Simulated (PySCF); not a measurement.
**How methods differ on the excitation energy of Yb²⁺**

Yb²⁺ [Xe] 4f14 (1S) → Yb²⁺ [Xe] 4f13 6s1, s spin flipped, as a difference of total energies. Calculation: PySCF 2.14, in cc-pVDZ-X2C (8s7p5d3f1g, 84 functions); scalar relativity by spin-free X2C-1e. Correlated levels: valence: [Kr] 4d10 frozen. The calculations carry no spin-orbit coupling.

```
           method  excitation energy (eV)
              UHF                   1.355
    MP2 (valence)                   5.645
SCS-MP2 (valence)                   5.010
```

How much does correlation contribute at MP2 (valence)?

5.645 − (1.355) = 4.290 eV, measured against UHF.

The upper determinant mixes two multiplicities, so it lies between the two terms.

The basis was made for the ground configuration and has no added diffuse functions, so the excitation energy can come out too high.
